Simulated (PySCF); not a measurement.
Computed shifts of a molecule C2H8OSi, PBE0/pcSseg-1 (PySCF), GIAO, gas phase, atoms alike by connectivity averaged where their shifts nearly agree, in ppm (number of nuclei): ²⁹Si: -6.3 (1). ¹³C: 55.9 (1), -1.7 (1). ¹H: 5.08 (2), 3.89 (3), 0.58 (3). References: ²⁹Si against TMS (σ = 352.7 ppm); ¹³C against TMS (σ = 186.3 ppm); ¹⁷O against H2O (σ = 334.2 ppm); ¹H against TMS (σ = 31.56 ppm), references at their B3LYP-D3(BJ)/def2-TZVP geometries, non-relativistic. Geometry: PBE0-D3(BJ)/def2-SVP. Other conformers were not sampled.

Question: Pick the molecule that these values belong to.
A. CO[SiH2]C
B. C[C@@H](O)[SiH3]
C. C[SiH](C)O
D. CC[SiH2]O

Answer: A, CO[SiH2]C
